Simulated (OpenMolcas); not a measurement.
Ru5+.

| Item | Value |
| --- | --- |
| Program | OpenMolcas 26.06 |
| Method | CASSCF |
| Basis | ANO-RCC-VTZP [7s6p4d2f1g] |
| Scalar Hamiltonian | DKH2, point nucleus |
| Active space | 3 electrons in 5 orbitals (4d) |
| State averaging | 2S+1 = 4 even, 10 roots; 2S+1 = 2 even, 40 roots |
| Spin-orbit coupling | state interaction with AMFI integrals over the reference wave functions, term energies averaged over their components |

Levels without dynamic correlation, in cm⁻¹ above 4d³ ⁴F_3/2:

| Level | E |
| --- | --- |
| 4d³ ²G_7/2 | 18372 |
| 4d³ ⁴P_3/2 | 16499 |
| 4d³ ²P_1/2 | 23896 |
| 4d³ ²H_9/2 | 24776 |
| 4d³ ²D_5/2(1) | 27447 |
| 4d³ ²F_7/2 | 39006 |
| 4d³ ²D_5/2(2) | 60348 |

On this reference, MS-CASPT2, IPEA 0.25 Eh, imaginary shift 0.1 Eh (closed shells correlated: 4s 4p) puts 4d³ ²G_7/2 at 15980 cm⁻¹.

Estimate the other levels at that method by one scale factor, and say how well it serves.

The factor is 15980 / 18372 = 0.870. Scaled values beside those that MS-CASPT2 gives:
```csv
Level,Scaled,MS-CASPT2,Miss (%)
4d³ ⁴P_3/2,14354,13590,+5.6
4d³ ²P_1/2,20790,20180,+3.0
4d³ ²H_9/2,21555,22430,-3.9
4d³ ²D_5/2(1),23879,23570,+1.3
4d³ ²F_7/2,33935,33400,+1.6
4d³ ²D_5/2(2),52503,52540,-0.1
```
For these levels the scaled values miss MS-CASPT2 by up to 5.6 %, as correlation changes each term by its own factor, spin-orbit parts do not scale and CASPT2 has its own spread within terms. This holds within one configuration; levels of others move differently, and the target method has errors of its own against measurement.

Term energies are means over components that CASPT2 splits; among the terms shown or strongly mixed into the levels shown the widest spread is 1000 cm-1 (4d³ ⁴F, MS-CASPT2). Without dynamic correlation excited terms often stand tens of per cent too high (terms of higher spin than the ground term too low), and those without a measured partner can miss by more than the paired ones (holds for CASSCF). Only configurations of the active space appear.

A number in round brackets counts repeated terms of one configuration in the order of the reference energies.
